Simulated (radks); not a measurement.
The numbers below are computed, except where a source is named.
Task: These are the eigenvalues of the occupied orbitals of an atom or ion with whole-number occupations (eV). Code: a radial shooting solver on a logarithmic mesh with Libxc functionals. Model: Dirac Kohn-Sham, PBE, spin-unpolarised, spherical densities, point nucleus.

orbital  eigenvalue
1s1/2     -78335.71
2s1/2     -13767.77
2p1/2     -13194.41
2p3/2     -11465.17
3s1/2     -3249.680
3p1/2     -2992.784
3p3/2     -2612.648
3d3/2     -2185.783
3d5/2     -2103.868
4s1/2     -714.7713
4p1/2     -605.8447
4p3/2     -515.3182
4d3/2     -337.1615
4d5/2     -320.3301
5s1/2     -122.4909
4f5/2      -92.7975
4f7/2      -89.3431
5p1/2      -87.7454
5p3/2      -72.7309
5d3/2      -26.7825
5d5/2      -25.2780

Which element is it, and in what charge state? The configuration may be excited. Open shells, if any, are shared by 2j + 1.

Result: Z = 78, platinum, charge +2: Pt2+ in [Xe] 4f14 5d8. The list shows which subshells hold electrons but not how many an open one holds; the 1s level, -2878.8 hartree, gives Z - s = 75.9 by -(Z - s)^2/2, which with screening and relativity narrows Z to a few neighbours, and the depths of the outer levels then fix element, charge and occupations together.
